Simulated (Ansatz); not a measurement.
Z-matrix (Å, degrees):
```
B
H 1 1.1829
H 1 1.1829 2 123.99
Cl 1 1.7389 2 118.00 3 179.99
```
Charge 0, multiplicity 1.

Method: Ansatz (a program for electronic structure) with frozen-core CCSD(T)/cc-pVTZ // M06-2X/def2-TZVP.

```yaml
HF energy: -485.39778 Ha
MP2 correlation energy: -0.29368 Ha
```

Question: Estimate the CCSD correlation energy, the (T) correction, the total energy and the T1 diagnostic.

Answer: 
The CCSD correlation energy is -0.32349 Ha and the (T) correction is -0.01216 Ha. The CCSD(T) total energy is -485.73343 Ha and the T1 diagnostic is 0.012.
